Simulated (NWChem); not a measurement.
System: CHCuO; SMILES [C-](#[O+])->[CuH]

NWChem input:

```
start job
memory heap 200 mb stack 900 mb global 1100 mb
geometry units angstroms noautosym nocenter noautoz
  Cu    -0.001273    -0.760357     0.000000
  H     -0.019139    -2.291552     0.000000
  O     -0.000760     2.218895     0.000000
  C      0.004614     1.089593     0.000000
end
basis spherical
  * library def2-svp
end
dft
  xc xpbe96 cpbe96
  iterations 150
  vectors input atomic output neutral.movecs
end
task dft energy
charge 1
dft
  odft
  mult 2
  vectors input atomic output cation.movecs
end
task dft energy
```

Parts of the log:

```
             Northwest Computational Chemistry Package (NWChem) 7.3.0
             --------------------------------------------------------

                             Geometry "geometry" -> ""
                             -------------------------

 Output coordinates in angstroms (scale by  1.889725989 to convert to a.u.)

  No.       Tag          Charge          X              Y              Z
 ---- ---------------- ---------- -------------- -------------- --------------
    1 Cu                  29.0000    -0.00127300    -0.76035700     0.00000000
    2 H                    1.0000    -0.01913900    -2.29155200     0.00000000
    3 O                    8.0000    -0.00076000     2.21889500     0.00000000
    4 C                    6.0000     0.00461400     1.08959300     0.00000000

 Effective nuclear repulsion energy (a.u.)     125.3716042615

  pbe96 is a nonlocal functional; adding pw91lda local functional.

                                 NWChem DFT Module
                                 -----------------

 Summary of "ao basis" -> "ao basis" (spherical)
 ------------------------------------------------------------------------------
       Tag                 Description            Shells   Functions and Types
 ---------------- ------------------------------  ------  ---------------------
 Cu                         def2-svp                11       31   5s3p2d1f
 H                          def2-svp                 3        5   2s1p
 O                          def2-svp                 6       14   3s2p1d
 C                          def2-svp                 6       14   3s2p1d

            General Information
            -------------------
          SCF calculation type: DFT
          Wavefunction type:  closed shell.
          No. of atoms     :     4
          No. of electrons :    44
           Alpha electrons :    22
            Beta electrons :    22
          Charge           :     0
          Spin multiplicity:     1
          Use of symmetry is: off; symmetry adaption is: off
          Maximum number of iterations: 150
          AO basis - number of functions:    64
                     number of shells:    26
          Convergence on energy requested:  1.00D-06
          Convergence on density requested:  1.00D-05
          Convergence on gradient requested:  5.00D-04

              XC Information
              --------------
          PerdewBurkeErnzerhof Exchange Functional  1.000
            Perdew 1991 LDA Correlation Functional  1.000 local
           PerdewBurkeErnz. Correlation Functional  1.000 non-local

             Grid Information
             ----------------
          Grid used for XC integration:  medium
          Radial quadrature: Mura-Knowles
          Angular quadrature: Lebedev.
          Tag              B.-S. Rad. Rad. Pts. Rad. Cut. Ang. Pts.
          ---              ---------- --------- --------- ---------
          Cu                  1.35      112           8.0       590
          H                   0.35       45          10.0       434
          O                   0.60       49          11.0       434
          C                   0.70       49          10.0       434
          Grid pruning is: on
          Number of quadrature shells:   255
          Spatial weights used:  Erf1

      Superposition of Atomic Density Guess
      -------------------------------------

 Sum of atomic energies:       -1751.50046938

      Non-variational initial energy
      ------------------------------

 Total energy =   -1751.993536
 1-e energy   =   -2685.085233
 2-e energy   =     807.720093
 HOMO         =      -0.384803
 LUMO         =      -0.023722

   convergence    iter        energy       DeltaE   RMS-Dens  Diis-err
 ---------------- ----- ----------------- --------- --------- ---------
 d= 0,ls=0.0,diis     1  -1753.4724005791 -1.88D+03  2.37D-01  2.54D+00
 d= 0,ls=0.5,diis     2  -1726.3017533460  2.72D+01  3.30D-02  1.27D+02
 d= 0,ls=0.5,diis     3  -1732.9757301497 -6.67D+00  2.07D-02  1.41D+02
 d= 0,ls=0.5,diis     4  -1735.9226913635 -2.95D+00  2.94D-02  1.29D+02
 d= 0,ls=0.5,diis     5  -1741.3138576276 -5.39D+00  2.62D-02  9.76D+01
 d= 0,ls=0.5,diis     6  -1745.0263100319 -3.71D+00  9.30D-02  6.45D+01
 d= 0,ls=0.5,diis     7  -1749.1680869726 -4.14D+00  8.04D-02  4.01D+01
 d= 0,ls=0.5,diis     8  -1751.4656575677 -2.30D+00  3.22D-02  1.50D+01
 d= 0,ls=0.5,diis     9  -1752.2553648423 -7.90D-01  1.46D-02  6.76D+00
 d= 0,ls=0.5,diis    10  -1752.5586770016 -3.03D-01  4.00D-02  3.74D+00
 d= 0,ls=0.5,diis    11  -1753.3466648957 -7.88D-01  4.50D-03  4.34D+00
 d= 0,ls=0.5,diis    12  -1753.2671939553  7.95D-02  2.24D-03  5.19D+00
 d= 0,ls=0.5,diis    13  -1753.2136928576  5.35D-02  1.04D-03  5.67D+00
  Resetting Diis
 d= 0,ls=0.5,diis    14  -1753.2509147370 -3.72D-02  2.90D-03  5.24D+00
 d= 0,ls=0.5,diis    15  -1753.3641044403 -1.13D-01  5.09D-02  4.04D+00
 d= 0,ls=0.5,diis    16  -1749.3630348555  4.00D+00  8.90D-03  6.97D+01
 d= 0,ls=0.5,diis    17  -1750.7185349033 -1.36D+00  2.64D-03  4.53D+01
 d= 0,ls=0.5,diis    18  -1750.9612978278 -2.43D-01  1.49D-03  4.07D+01
 d= 0,ls=0.5,diis    19  -1751.0485942913 -8.73D-02  5.59D-03  3.90D+01
 d= 0,ls=0.5,diis    20  -1750.1387830066  9.10D-01  6.68D-03  4.98D+01
 d= 0,ls=0.5,diis    21  -1748.8758287456  1.26D+00  1.08D-02  6.18D+01
 d= 0,ls=0.5,diis    22  -1751.0061123010 -2.13D+00  9.24D-03  3.62D+01
 d= 0,ls=0.5,diis    23  -1752.3768244321 -1.37D+00  1.02D-02  1.81D+01
 d= 0,ls=0.5,diis    24  -1753.3202328582 -9.43D-01  7.17D-03  4.94D+00
 d= 0,ls=0.5,diis    25  -1753.6385341993 -3.18D-01  4.18D-03  9.48D-01
 d= 0,ls=0.5,diis    26  -1753.7168781953 -7.83D-02  2.24D-03  1.68D-01
 d= 0,ls=0.5,diis    27  -1753.7335794105 -1.67D-02  1.35D-03  5.83D-02
 d= 0,ls=0.5,diis    28  -1753.7391926647 -5.61D-03  8.44D-04  2.68D-02
 d= 0,ls=0.5,diis    29  -1753.7413268281 -2.13D-03  5.61D-04  1.61D-02
 d= 0,ls=0.5,diis    30  -1753.7424841586 -1.16D-03  3.96D-04  9.22D-03
 d= 0,ls=0.5,diis    31  -1753.7431447372 -6.61D-04  2.74D-04  4.90D-03
 d= 0,ls=0.5,diis    32  -1753.7434718830 -3.27D-04  1.96D-04  2.73D-03
 d= 0,ls=0.5,diis    33  -1753.7436511807 -1.79D-04  1.38D-04  1.49D-03
 d= 0,ls=0.5,diis    34  -1753.7437393262 -8.81D-05  9.98D-05  9.22D-04
 d= 0,ls=0.5,diis    35  -1753.7437910606 -5.17D-05  7.58D-05  5.56D-04
 d= 0,ls=0.5,diis    36  -1753.7438231510 -3.21D-05  5.60D-05  3.18D-04
 d= 0,ls=0.5,diis    37  -1753.7438408961 -1.77D-05  4.09D-05  1.88D-04
 d= 0,ls=0.5,diis    38  -1753.7438507766 -9.88D-06  3.12D-05  1.16D-04
 d= 0,ls=0.5,diis    39  -1753.7438568354 -6.06D-06  2.38D-05  6.96D-05
 d= 0,ls=0.5,diis    40  -1753.7438604643 -3.63D-06  1.82D-05  4.17D-05
 d= 0,ls=0.5,diis    41  -1753.7438626361 -2.17D-06  1.39D-05  2.49D-05
 d= 0,ls=0.5,diis    42  -1753.7438639254 -1.29D-06  1.06D-05  1.48D-05
 d= 0,ls=0.5,diis    43  -1753.7438646916 -7.66D-07  8.19D-06  8.86D-06

         Total DFT energy =    -1753.743865148878
      One electron energy =    -2687.920424099241
           Coulomb energy =      889.761785642483
    Exchange-Corr. energy =      -80.956830953654
 Nuclear repulsion energy =      125.371604261535

 Numeric. integr. density =       44.000001721676

                       DFT Final Molecular Orbital Analysis
                       ------------------------------------

 Vector   20  Occ=2.000000D+00  E=-2.419936D-01
              MO Center= -1.2D-03, -7.6D-01,  8.5D-09, r^2= 3.4D-01
   Bfn.  Coefficient  Atom+Function         Bfn.  Coefficient  Atom+Function
  ----- ------------  ---------------      ----- ------------  ---------------
    17      0.740049  1 Cu d  0              19     -0.427344  1 Cu d  2
    22      0.265082  1 Cu d  0              24     -0.153071  1 Cu d  2

 Vector   21  Occ=2.000000D+00  E=-2.419928D-01
              MO Center= -1.2D-03, -7.6D-01,  1.2D-06, r^2= 3.4D-01
   Bfn.  Coefficient  Atom+Function         Bfn.  Coefficient  Atom+Function
  ----- ------------  ---------------      ----- ------------  ---------------
    18      0.854573  1 Cu d  1              23      0.306104  1 Cu d  1

 Vector   22  Occ=2.000000D+00  E=-2.110752D-01
              MO Center= -9.9D-03, -1.5D+00, -9.3D-07, r^2= 1.8D+00
   Bfn.  Coefficient  Atom+Function         Bfn.  Coefficient  Atom+Function
  ----- ------------  ---------------      ----- ------------  ---------------
     4      0.524200  1 Cu s                 19      0.345378  1 Cu d  2
    32      0.301121  2 H  s                  3     -0.254787  1 Cu s
    17      0.199492  1 Cu d  0              33      0.173986  2 H  s
    13     -0.157895  1 Cu py                24      0.125124  1 Cu d  2
    53     -0.101031  4 C  s                 10      0.090727  1 Cu py

 Vector   23  Occ=0.000000D+00  E=-1.134316D-01
              MO Center=  2.5D-03,  9.7D-01,  2.0D-07, r^2= 2.0D+00
   Bfn.  Coefficient  Atom+Function         Bfn.  Coefficient  Atom+Function
  ----- ------------  ---------------      ----- ------------  ---------------
    56      0.522902  4 C  pz                59      0.473173  4 C  pz
    42     -0.395885  3 O  pz                45     -0.381218  3 O  pz
    16     -0.270490  1 Cu d -1              14      0.239513  1 Cu pz
    11     -0.096149  1 Cu pz                21     -0.067624  1 Cu d -1
     8      0.030816  1 Cu pz

 Vector   24  Occ=0.000000D+00  E=-1.134303D-01
              MO Center=  3.8D-03,  9.7D-01, -5.2D-07, r^2= 2.0D+00
   Bfn.  Coefficient  Atom+Function         Bfn.  Coefficient  Atom+Function
  ----- ------------  ---------------      ----- ------------  ---------------
    54      0.522897  4 C  px                57      0.473162  4 C  px
    40     -0.395879  3 O  px                43     -0.381203  3 O  px
    15     -0.270483  1 Cu d -2              12      0.239473  1 Cu px
     9     -0.096134  1 Cu px                20     -0.067625  1 Cu d -2
     6      0.030811  1 Cu px

[...]
```

Level: PBE/def2-SVP, vertical spin-unrestricted ions. Structure relaxed at the PBE0/def2-SVP level.
